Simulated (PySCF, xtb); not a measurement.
C₃H₄ClFSi, SMILES FC1=C(Cl)C[SiH2]1.

Harmonic wavenumbers (cm⁻¹) from GFN2-xTB in xtb at its own minimum, in rising order: 124, 189, 285, 312, 418, 427, 441, 502, 597, 607, 717, 759, 760, 780, 1053, 1093, 1144, 1180, 1460, 1637, 2303, 2309, 2994, 3011.

Question: What does ωB97X-D3(BJ)/def2-SVP run with PySCF give at its own minimum? (An estimate is asked for; the answer gives what the named calculation found.)

Answer: 118, 197, 287, 341, 438, 507, 555, 613, 679, 733, 787, 825, 839, 980, 1096, 1107, 1185, 1298, 1444, 1747, 2274, 2276, 3103, 3167. Paired by order, the mean absolute difference is 69 cm⁻¹ and the zero-point energies are 35.9 and 38.0 kcal/mol.
